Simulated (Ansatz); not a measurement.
Basis-set series for C$_{5}$H$_{12}$BClN$_{2}$, SMILES `CC1=[N+](C)[B-](C)(Cl)N1C`. Total charge 0; spin multiplicity 1. Geometry: relaxed with PBE0-D4/def2-TZVP.

```
functional       basis  functions  energy (Eh)  HOMO (eV)  LUMO (eV)
   PBE0-D4  def2-TZVPP        458   -792.00081      -6.54      -0.11
   PBE0-D4  def2-QZVPP        886   -792.03254      -6.57      -0.17
   ωB97M-V  def2-TZVPP        458   -792.35786      -8.77       1.91
   ωB97M-V  def2-QZVPP        886   -792.38821      -8.80       1.21
```

Task: Give the rows for def2-SVP. (Estimate.)

Result: Computed: 
```
functional     basis  functions  energy (Eh)  HOMO (eV)  LUMO (eV)
   PBE0-D4  def2-SVP        190   -791.48898      -6.39       0.02
   ωB97M-V  def2-SVP        190   -791.82994      -8.61       2.16
```

Positive LUMOs are unbound and depend on the basis.
